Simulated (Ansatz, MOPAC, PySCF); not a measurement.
Molecule: C2H6GeO2 (charge 0, singlet). SMILES: CC(=O)[O][GeH3]
Structure (B3LYP-D3(BJ)/def2-TZVP (Ansatz, an electronic-structure program) minimum search):
```xyz
11

C      2.7758     0.1158    -0.2970
C      1.3697    -0.2465     0.0946
O      1.0723    -1.1549     0.8383
O      0.4528     0.5469    -0.4679
Ge    -1.2907     0.1474    -0.0217
H      2.8817     0.0558    -1.3810
H      3.4795    -0.5567     0.1852
H      2.9831     1.1468    -0.0077
H     -1.6164    -1.2643    -0.5134
H     -1.4686     0.3252     1.4874
H     -2.0315     1.2250    -0.8231
```
Charge 0, spin multiplicity 1.

Unscaled harmonic wavenumbers (cm⁻¹) in rising order, each level at the stationary point that it reaches from this structure (no distance between atoms moves by over 0.3 Å); the order of modes can differ between levels, and a negative number is imaginary. B3LYP-D3(BJ)/def2-TZVP (PySCF, at the structure above): 81, 117, 142, 178, 333, 552, 584, 614, 646, 732, 837, 864, 877, 941, 1028, 1071, 1292, 1401, 1470, 1478, 1756, 2168, 2180, 2188, 3055, 3113, 3159.

PM3 (MOPAC): 49, 123, 155, 261, 380, 495, 528, 578, 599, 705, 739, 743, 837, 990, 1008, 1025, 1363, 1384, 1388, 1525, 1910, 1913, 1924, 1999, 3083, 3090, 3174. Zero-point energy 45.7 against 47.0 kcal/mol; where all levels lie over 400 cm⁻¹, the wavenumbers are on average 0.960 times those of B3LYP-D3(BJ)/def2-TZVP.

PM7 (MOPAC): 16, 32, 80, 116, 300, 482, 532, 536, 567, 643, 740, 767, 768, 1026, 1051, 1065, 1256, 1267, 1363, 1417, 1825, 1992, 2004, 2241, 2665, 2672, 2776. Zero-point energy 43.2 against 47.0 kcal/mol; where all levels lie over 400 cm⁻¹, the wavenumbers are on average 0.929 times those of B3LYP-D3(BJ)/def2-TZVP.

B3LYP/6-31G* with LANL2DZ past Ar (Ansatz): 81, 124, 139, 197, 328, 542, 576, 614, 646, 724, 855, 875, 891, 946, 1036, 1079, 1315, 1424, 1499, 1505, 1795, 2133, 2136, 2140, 3072, 3134, 3183. Zero-point energy 47.2 against 47.0 kcal/mol; where all levels lie over 400 cm⁻¹, the wavenumbers are on average 1.004 times those of B3LYP-D3(BJ)/def2-TZVP.
